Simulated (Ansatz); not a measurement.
Ansatz (a first-principles code) input:

Ansatz 0.2 input:
```yaml
crystal:
  periodic: [false, false, false]
  atoms:
    - {symbol: C, position_ang: [1.63964402, -0.42942163, -0.54178487]}
    - {symbol: C, position_ang: [0.69511400, 0.11903355, 0.22465152]}
    - {symbol: C, position_ang: [-0.73945280, 0.44381213, -0.17029716]}
    - {symbol: O, position_ang: [-1.61641988, -0.19386213, 0.60216205]}
    - {symbol: H, position_ang: [1.44731388, -0.64478753, -1.58994258]}
    - {symbol: H, position_ang: [2.62078432, -0.70360515, -0.16111496]}
    - {symbol: H, position_ang: [0.89526140, 0.28864604, 1.28285806]}
    - {symbol: H, position_ang: [-0.80460035, 0.22528236, -1.28212005]}
    - {symbol: H, position_ang: [-0.79923139, 1.58481696, -0.14239394]}
basis:
  gaussian:
    orbitals: aug-cc-pVTZ
total_charge: -1
magnetization: {spin_polarized: false}
correlation: {method: ccsd_t, electrons: outside_noble_gas}
```

Predict the final energy.

-192.20559 Eh (CCSD(T)/aug-cc-pVTZ). The basis has 299 functions.

It need not be the lowest isomer of its formula. Whether it binds its extra electron was not tested at this geometry.
